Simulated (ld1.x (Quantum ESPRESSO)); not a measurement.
## La (Z = 57), RRKJ: configuration errors across variants

```
Element                 : lanthanum (La)
Generator               : ld1.x (Quantum ESPRESSO) 7.5
Type                    : norm-conserving RRKJ (Kleinman–Bylander form)
Functional              : PBEsol
Relativity              : scalar-relativistic
Frozen core             : [Kr] 4d10
Valence charge          : 11
Reference configuration : 4f0 5s2 5p6 5d1 6s0 6p0 (charge +2)
Partial waves           : 5p (bound): rc 3.00 bohr; 5d (bound): rc 3.30 bohr; 4f (bound, empty): rc 1.85 bohr; 5s (bound): rc 1.45 bohr
Local potential         : the s channel
Core correction         : a·sin(br)/r model core inside 1.50 bohr
```

All-electron excitation energies from the reference (eV): (1) 4f0 5s2 5p6 5d1 6s2 6p0 -16.847; (2) 4f0 5s2 5p6 5d1 6s1 6p0 -10.847; (3) 4f0 5s2 5p6 5d0 6s0 6p0 18.908; (4) 4f0 5s2 5p5 5d1 6s2 6p0 10.135; (5) 4f0 5s1 5p6 5d1 6s2 6p0 27.205; (6) 4f0 5s2 5p6 5d0 6s2 6p0 -10.443; (7) 4f0 5s2 5p6 5d1 6s0 6p1 -7.865.

6 further variants failed, have other tests or another functional or relativity, and are left out.

Errors AE − PS in meV (a dash: test not solved or not reliable):

```tsv
change	(1)	(2)	(3)	(4)	(5)	(6)	(7)	bound ghosts
base	+93	+64	+16	+135	+207	+151	+58	none
wave 5d (bound): rc 3.30 bohr becomes 5d (bound): rc 2.84 bohr	+94	+65	+7.4	+136	+209	+147	+59	none
wave 5p (bound): rc 3.00 bohr becomes 5p (bound): rc 4.22 bohr	+27	+33	-38	+218	+83	+87	-331	none
wave 4f (bound): rc 1.85 bohr becomes 4f (bound): rc 1.56 bohr	+93	+64	+16	+135	+207	+151	+58	none
core correction a·sin(br)/r model core inside 1.34 bohr	+92	+64	+16	+137	+209	+150	+58	none
```

Task: Give the same row for: wave 5s (bound): rc 1.45 bohr becomes 5s (bound): rc 1.38 bohr.

Result: +109, +76, +16, +170, +243, +177, +57; bound ghosts: none.
